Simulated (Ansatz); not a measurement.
Isolated molecules relaxed with PBE0-D4/def2-TZVP in Ansatz; ΔE leaves out vibrations. CBS: MP2 limit from def2 TZ/QZ plus the TZ coupled-cluster correction, frozen cores. This one scheme is used for every species. Functionals use def2-TZVPP. B3LYP here is the variant with VWN-RPA as its local correlation; programs differ in this. For Ge outer-core shells are correlated without core-valence functions, which leaves a few kJ/mol of doubt a bond. Scalar relativity is left out up to krypton. Each species was taken in one conformer, which may not be the lowest.

Consider the ligand exchange at a Ge–Cl bond: `N[SiH2][GeH2][Cl]` + NH₃ → `N[SiH2][GeH2][NH2]` + HCl.

Question: Is it downhill or uphill in electronic energy at CCSD(T)/CBS, and by how much? (Best estimate.)

Answer: The calculation gave: Uphill: ΔE = +19.9 kcal/mol.

Question: What do these levels give: ωB97X-V, ωB97M-V, PBE, r2SCAN, PBE0, B3LYP, HF/def2-TZVPP, SCS-MP2/def2-TZVPP, HF/def2-QZVPP, MP2/def2-QZVPP, HF/CBS(def2), MP2/CBS(def2)? (Estimate.)

Answer: Computed: ωB97X-V 20.4, ωB97M-V 20.8, PBE 20.6, r2SCAN 21.1, PBE0 21.0, B3LYP 21.1, HF/def2-TZVPP 22.2, SCS-MP2/def2-TZVPP 19.3, HF/def2-QZVPP 22.3, MP2/def2-QZVPP 20.1, HF/CBS(def2) 22.3, MP2/CBS(def2) 20.6 kcal/mol.

Largest T1 diagnostic among the species: 0.011.

In def2-TZVPP, CCSD(T) changes the Hartree–Fock value by −3.5 kcal/mol (the triples alone add −0.2 kcal/mol) and MP2 by −2.8 kcal/mol.
